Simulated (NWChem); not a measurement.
Molecule: SbCl$_{3}$; SMILES [Cl][Sb]([Cl])[Cl]

Results from NWChem. def2 effective core potentials on Sb; no spin-orbit coupling. Each level has its own optimisation; frequencies are unscaled.

```csv
level,r Cl–Sb (Å),highest harmonic frequency (cm⁻¹),lowest (cm⁻¹),zero-point energy (kcal/mol)
"Hartree-Fock/STO-3G (all-electron, non-relativistic)",2.350,446,148,2.6
BLYP/def2-SVP (core potentials),2.417,348,105,1.9
"B3LYP/3-21G (all-electron, non-relativistic)",2.471,335,103,1.9
PBE0/def2-SVP (core potentials),2.363,[?],[?],2.2
```

### Question
Some entries are withheld; supply them.

### Answer

- PBE0/def2-SVP (core potentials), highest harmonic frequency (cm⁻¹): 386
- PBE0/def2-SVP (core potentials), lowest (cm⁻¹): 116
